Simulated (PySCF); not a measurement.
Correlation energy of Si- (silicon, charge -1)

[Ne] 3s2 3p3, high-spin 4S determinant. Computed with PySCF 2.14 in aug-cc-pwCVDZ (6s5p3d, 36 functions), with no relativity, point nucleus. Frozen: [Ne]; 5 electrons correlated.

```json
{"level": "CCSD", "correlation energy (mhartree)": "-81.91"}
{"level": "(T)", "correlation energy (mhartree)": "-2.54"}
{"level": "CCSD(T)", "correlation energy (mhartree)": "-84.45"}
{"level": "CCSDT", "correlation energy (mhartree)": "-85.15"}
```

Diagnostics: T1 = 0.0071, D1 = 0.0137, largest double amplitude 0.054.

Q: Is a single reference adequate?

A: Yes: T1 lies below 0.03 and no double amplitude reaches 0.07.
